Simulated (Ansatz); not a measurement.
Gas-phase electronic energies from Ansatz, PBE0-D4/def2-TZVP geometries. CCSD(T)/CBS is the MP2 limit (def2-TZVPP, def2-QZVPP) plus CCSD(T) − MP2 in def2-TZVPP, frozen cores. DFT in def2-TZVPP. B3LYP here is the variant with VWN-RPA as its local correlation; programs differ in this. Each species was taken in one conformer, which may not be the lowest.

Reaction (redistribution): `CB(S)C(N)F` + `CB(F)CCl` → `CB(S)CCl` + `CB(F)C(N)F`

```tsv
level	ΔE (kcal/mol)
r2SCAN-D4	1.2
PBE0-D4	0.9
ωB97X-V	1.1
ωB97M-V	1.2
PBE	0.9
B3LYP	1.1
SCS-MP2/def2-TZVPP	1.3
MP2/CBS(def2)	0.7
```

(1) What does CCSD(T)/CBS give? (An estimate is asked.)

Largest T1 diagnostic among the species: 0.013.

## Answers

(1) Ansatz gave: +1.1 kcal/mol. The listed levels differ from it by 0.1, -0.2, 0.0, 0.1, -0.2, 0.0, 0.2, -0.4 kcal/mol.
